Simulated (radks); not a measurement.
Q: Calculated with a radial shooting solver on a logarithmic mesh with Libxc functionals: non-relativistic Kohn-Sham, LDA (Slater exchange, Perdew-Wang correlation), spin-polarised, spherical densities, point nucleus. Response by self-consistent Sternheimer equations with the Hartree and adiabatic LDA kernel. For heavy and open-shell atoms this level of theory can miss by tens of per cent. Estimate the static dipole polarisabilities of Sn2+ ([Kr] 4d10 5s2) and Sb3+ ([Kr] 4d10 5s2) and the C6 coefficients of the three pairs.

A: alpha = 16.55 and 11.56 bohr^3; C6 = 92.87 (Sn2+-Sn2+), 71.13 (Sn2+-Sb3+), 54.82 (Sb3+-Sb3+) hartree bohr^6.
